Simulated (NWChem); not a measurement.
Species: SiH$_{5}$O$_{4}$ cation; SMILES O[Si](O)(O)[OH2+]

```xyz
10

O     -1.0076     1.2342    -0.5433
Si    -0.0598     0.1364     0.1413
O     -0.6956    -1.0752     0.9898
O      1.3569     0.7425     0.5944
O      0.4708    -0.9878    -1.2074
H     -1.9519     1.1339    -0.7102
H     -0.9042    -1.0621     1.9309
H      1.5235     1.6885     0.6866
H      1.2449    -0.7874    -1.7625
H      0.3992    -1.9454    -1.0389
```
Atoms are numbered in this order, from 1.

Program: NWChem. Pople sets run with spherical d functions. Coordinates come from a PBE0/def2-SVP optimisation. Level: PBE/6-31G* with SMD (1 M gas to 1 M solution), gas-phase geometry. Reactions with the solvent are ignored.

Task: Order these by “cavity-dispersion-structure term (kcal/mol)”, lowest first: 1,4-dioxane; water; 2-propanol; cyclohexane.

Result: 1,4-dioxane (-2.2), cyclohexane (-1.4), 2-propanol (0.4), water (3.3)
